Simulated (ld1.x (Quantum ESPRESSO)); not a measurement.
**Plane-wave convergence, TM potential for Ba**

barium, norm-conserving Troullier–Martins (Kleinman–Bylander form), made with ld1.x (Quantum ESPRESSO) 7.5 (PW91, scalar-relativistic). Core [Xe], reference 5d0 6s1.5 6p0.5. Waves: 6s (bound): rc 4.20 bohr; 6p (bound): rc 3.85 bohr; 5d (bound, empty): rc 4.20 bohr; 4f channel at -0.05 Ry: rc 3.70 bohr. Local part: all-electron potential smoothed inside 2.85 bohr (lloc = -1). Core correction: Bessel-smoothed model core inside 3.20 bohr.

The pseudo-atom Hamiltonian at the reference potential is diagonalised in spherical Bessel functions j_l(qr) that vanish at 20 bohr, with q² up to the cutoff. All-electron valence levels (Ry): 6s -0.2621, 6p -0.1118, 5d -0.1816.

Problem. How do the lowest levels (Ry) of each channel move with the cutoff, and are there ghosts?

Solution.

| cutoff (Ry) | s #1 | s #2 | p #1 | p #2 | p #3 | d #1 | d #2 | f #1 | Σ f·Δε (mRy) |
| --- | --- | --- | --- | --- | --- | --- | --- | --- | --- |
| 8 | -1.9133 | -0.2620 | -0.2449 | -0.1116 | 0.0237 | -0.1790 | 0.0175 | 0.0621 | 0.1 |
| 10 | -1.9484 | -0.2620 | -0.2877 | -0.1117 | 0.0236 | -0.1813 | 0.0172 | 0.0620 | 0.1 |
| 12 | -1.9594 | -0.2621 | -0.2999 | -0.1117 | 0.0235 | -0.1816 | 0.0172 | 0.0619 | 0.0 |
| 400 | -1.9648 | -0.2621 | -0.3082 | -0.1118 | 0.0235 | -0.1816 | 0.0172 | 0.0570 | 0.0 |

Result: ghost states, extra bound levels that the all-electron valence spectrum of the same l lacks: s at -26.7 eV, p at -4.2 eV (a true bound ghost makes a file unfit for plane-wave use); 10 mRy is reached at 6 Ry and 1 mRy at 8 Ry.

1 of 7 tests not solved or not reliable.
